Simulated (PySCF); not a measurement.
# Dipole response of Fe⁺ (iron, charge +1)

[Ar] 3d5 4s2, high-spin 6S determinant (an excited configuration). Computed with PySCF 2.14 in aug-cc-pVTZ with one added diffuse shell each of s, p, d, f, g type (9s8p6d4f3g, 118 functions), with no relativity, point nucleus. Coupled (time-dependent) response in atomic units; α is the mean over directions.

```json
{"method": "M06", "mean α (bohr³)": "25.60", "C₆ (like pair)": "148.5", "S(−4)": "346.6"}
```

S(−4) is the Cauchy moment in α(ω) = α(0) + S(−4) ω² + …

α(iu) at M06:

```csv
u (hartree),α(iu) (bohr³)
0,25.60
0.0500,24.77
0.100,22.60
0.200,16.96
0.300,12.30
0.500,7.062
0.750,4.296
1.00,3.012
1.50,1.838
2.00,1.290
3.00,0.7637
5.00,0.3675
```

A single London oscillator, α(iu) = α/(1 + u²/ω²), gives C₆ = (3/4) ω α². Matching the computed C₆ needs ω = 4 × 148.5 / (3 × 25.60²) = 0.302 hartree.

For an ion, C₆ is the dispersion term alone; charge-induced terms of lower order in 1/R come first.
